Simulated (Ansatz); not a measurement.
An input meant for WO2Cl2 (WCl₂O₂) (charge 0, singlet).

```yaml
crystal:
  periodic: [false, false, false]
  atoms:
    - {symbol: W, position_ang: [0.064417, -0.000189, 0.045012]}
    - {symbol: O, position_ang: [0.125453, -0.014716, 1.747866]}
    - {symbol: O, position_ang: [1.684586, 0.006719, -0.482873]}
    - {symbol: Cl, position_ang: [-0.940518, 1.921111, -0.638721]}
    - {symbol: Cl, position_ang: [-0.933948, -1.912935, -0.671284]}
basis:
  gaussian: {orbitals: def2-mTZVPP}
total_charge: -1
magnetization: {spin_polarized: true, initial_magnetization: 1}
hamiltonian: {xc: {name: wB97M-V}}
scf: {omitted_lower_state_checks: [starts]}
```

```sh
$ ansatz run in.yaml --threads 4 --pin off --events-out ev --progress --plain --max-ram 3916MiB
```

Output, abridged:

```
Functional definition: wB97M-V
  name "wB97M-V"
  cite "Mardirossian & Head-Gordon, J. Chem. Phys. 144, 214110 (2016) doi:10.1063/1.4952647"
  cite "Becke, J. Chem. Phys. 107, 8554 (1997) doi:10.1063/1.475007"
  cite "Vydrov & Van Voorhis, J. Chem. Phys. 133, 244103 (2010) doi:10.1063/1.3521275"
  # Of w^i u^j: cxij and so on, Table III.
  parameter omega = 0.3/bohr
  parameter cx = 0.15
  parameter cx01 = 1.007
  parameter cx10 = 0.259
  parameter css00 = 0.443
  parameter css04 = -1.437
  parameter css10 = -4.535
  parameter css20 = -3.390
  parameter css43 = 4.278
  parameter cos00 = 1.000
  parameter cos10 = 1.358
  parameter cos20 = 2.924
  parameter cos21 = -8.812
  parameter cos60 = -1.390
  parameter cos61 = 9.142
  parameter b = 6.0
  parameter c = 0.01
  gx(w, u) = 1 - cx + cx01*u + cx10*w
  gss(w, u) = css00 + css04*u^4 + css10*w + css20*w^2 + css43*w^4*u^3
  gos(w, u) = cos00 + cos10*w + (cos20 + cos21*u)*w^2 + (cos60 + cos61*u)*w^6
  exchange = spin_sum(e_x_unif_sr(omega)*gx(b97_w, b97_u_x)) + cx*exact_x_sr(omega) + exact_x_lr(omega)
  correlation = spin_sum(e_c_pw_mod_same_spin*gss(b97_w, b97_u_same))
      + integral(e_c_pw_mod_opposite_spin*gos(b97_w_opposite, b97_u_opposite)) + vv10(b, c)
these checks for a lower state are left out or cut short: starts
1188 factors; their error is unknown
328 factors; integrals over basis functions are off by at most 7.3e-6 eV
mean field evaluation 1: about -30960.1321 eV, gradient 4.8e1 eV
mean field evaluation 2: about -30920.1834 eV, gradient 1.2e2 eV
mean field evaluation 4: about -30969.1436 eV, gradient 1.4e0 eV
mean field evaluation 8: about -30969.1601 eV, gradient 1.0e-1 eV
mean field evaluation 16: about -30969.2380 eV, gradient 1.3e-3 eV
mean field -30969.23799003 eV, -1138.0985044301 hartree, gradient 4.4e-5 eV, S^2 0.753945; 0 other end points of the search recorded, 0 dependent functions left out
reference -30969.23803353 eV, -1138.0985060288 hartree; 33, 32 occupied and 105, 106 virtual orbitals, 1188 factors
Total energy: -30969.23803353 eV, -1138.0985060288 hartree
Checks for a lower state left out: starts
```

Question: What is wrong with this run?

Answer: The charge is far from what the species holds (-1 typed, 0 meant). Self-consistency was reached. The result belongs to that input, not to the species as meant. The highest occupied level of an anion often lies above zero with these methods, and sets without diffuse functions describe the outer electron poorly.
